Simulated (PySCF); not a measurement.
Bonds (- single, = double, # triple, : aromatic): C1=C2, C2-C3, C3-C4, C4-P5, P5=O6, P5-C7, C7-F8, C7-F9, C7-F10, P5-C3. C1 carries H11, H12; C2 carries H13; C3 carries H14; C4 carries H15, H16. Stereochemistry as in C=C[C@@H]1C[P@]1(=O)C(F)(F)F. H15 is cis to C2 on the ring; H12 is cis to C3; H16 is trans to C2 on the ring; H11 is trans to C3.

- geometry from PBE0-D3(BJ)/def2-SVP
- shielding tensors at PBE0/pcSseg-1 (GIAO)
- run in PySCF 2.14.0 with density-fitted response routines
- non-relativistic Hamiltonian, rapidly exchanging positions averaged, one conformer, isolated molecule

References, each an isolated molecule treated in the same way: ¹³C and ¹H vs TMS; H3PO4 for ³¹P; ¹⁷O against H2O; CFCl3 for ¹⁹F.

| atoms | nucleus | count | Hirshfeld charge | δ (ppm) |
| --- | --- | --- | --- | --- |
| H16 | ¹H | 1 | 0.07 | ? |
| H14 | ¹H | 1 | 0.06 | 2.68 |
| C1 | ¹³C | 1 | -0.09 | 126.5 |
| H11 | ¹H | 1 | 0.05 | ? |
| P5 | ³¹P | 1 | 0.38 | -66.4 |
| C3 | ¹³C | 1 | -0.07 | 30.7 |
| H15 | ¹H | 1 | 0.05 | 1.57 |
| H13 | ¹H | 1 | 0.04 | 5.64 |
| F8/F9/F10 | ¹⁹F | 3 | -0.07 | -72.7 |
| C4 | ¹³C | 1 | -0.12 | ? |
| O6 | ¹⁷O | 1 | -0.37 | 34.1 |
| H12 | ¹H | 1 | 0.05 | 5.64 |
| C7 | ¹³C | 1 | 0.22 | 128.4 |
| C2 | ¹³C | 1 | -0.05 | ? |

Task: Complete the table.

Result: 
- C2: 139.5 ppm, alkene CH; the olefinic region
- C4: 19.0 ppm, three-membered-ring carbon; carbons of three-membered rings are unusually shielded
- H11: 5.52 ppm, hydrogen on a terminal =CH2 carbon; olefinic region
- H16: 2.24 ppm, hydrogen on a three-membered-ring carbon

Shifts are as computed. Against solution values, carbons near 30 ppm lie about +2 ppm off and those near 130 ppm about +5 ppm (rms about the fit 1.9 ppm; single classes can miss by 10 ppm). Of 1328 compounds with measured shifts, 309 miss one by over three times the rms of a fit or turn the order of signals round; such compounds aren't used in these exercises. Signals without a measured value on file couldn't be tested in this way; 1H shifts scatter by 0.2 ppm about their fit, and single ones miss by 0.5 ppm. Unscaled 19F shifts against computed CFCl3 carry errors that often reach 10 to 50 ppm. Experimental scales use liquid or dissolved standards, which lie at an offset from isolated H2O (liquid H2O: subtract about 36 ppm) and H3PO4.
